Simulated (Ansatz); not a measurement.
Ideal-gas functions of `N=[C](N)[AlH][F]` at 400 K and 1 bar, from an Ansatz frequency run at PBE0-D4/def2-TZVP.

Molar mass 90.04 g/mol, point group C1 (symmetry number 1), electronic degeneracy 1, moments of inertia 61.147, 201.58, 262.545 u Å². Harmonic wavenumbers (cm⁻¹, unscaled): 75, 113, 261, 279, 317, 403, 498, 600, 622, 665, 850, 867, 1112, 1163, 1380, 1616, 1649, 1955, 3523, 3568, 3726.

Use S(trans) = R[1.5 ln M + 2.5 ln T − 1.1517]; rotational temperatures θ = 24.2544 K / I; S(rot) = R[ln(√π/σ · √(T³/θAθBθC)) + 1.5]; for each mode x = 1.438777 ν̃/T, S = R[x/(eˣ − 1) − ln(1 − e⁻ˣ)] and H = RT x/(eˣ − 1); 1 cm⁻¹ = 0.0119627 kJ/mol; R = 8.31446 J/(mol·K).

By hand: the entropy, in J/(mol·K).

Translation 171.1. Rotation: θ = 0.3967, 0.1203, 0.0924 K, giving 114.5. Vibration, mode by mode: 19.23, 15.86, 9.14, 8.63, 7.66, 5.92, 4.50, 3.36, 3.16, 2.80, 1.65, 1.58, 0.77, 0.67, 0.35, 0.17, 0.15, 0.06, 0.00, 0.00, 0.00, in all 85.7. Electronic 0.0. Sum 371.3 J/(mol·K).

By hand: H − E and G − E in kJ/mol, counted from the electronic energy.

Zero-point energy ½ × 25242 × 0.0119627 = 151.0; thermal vibration 18.3; translation, rotation and pV give 4 RT = 13.3. H − E = 182.6 kJ/mol, and G − E = 182.6 − 400 × 371.3/1000 = 34.1 kJ/mol.

Vibration gives 23 % of the entropy, 35.1 J/(mol·K) of it from the modes under 150 cm⁻¹: soft modes count most, and the harmonic formula is weakest for them. The sum counts one conformer and one mirror image; others add a mixing term.
